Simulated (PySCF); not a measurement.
Delta-SCF ions had no search for a lower state. Excitations are Tamm–Dancoff values on a coarser integration grid. The basis has no diffuse functions, so Rydberg states are missing or too high.

Z-matrix (Å, degrees):
```
B
F 1 1.3485
O 1 1.3556 2 120.38
H 3 0.9621 1 112.47 2 0.00
O 1 1.3556 2 120.38 3 180.00
H 5 0.9621 1 112.47 2 0.00
```
Charge 0, spin multiplicity 1.

What is the computed LUMO, S1 excitation (TDA), vertical ionisation energy (Delta-SCF), S1–T1 gap (TDA), T1 excitation (TDA), HOMO–LUMO gap, dipole moment and HOMO (r2SCAN-D4/def2-TZVP (PySCF))?


| Quantity | Value |
|---|---|
| LUMO | 0.37 eV |
| S1 excitation (TDA) | 8.65 eV |
| vertical ionisation energy (Delta-SCF) | 12.15 eV |
| S1–T1 gap (TDA) | 0.35 eV |
| T1 excitation (TDA) | 8.30 eV |
| HOMO–LUMO gap | 8.68 eV |
| dipole moment | 1.38 D |
| HOMO | -8.31 eV |
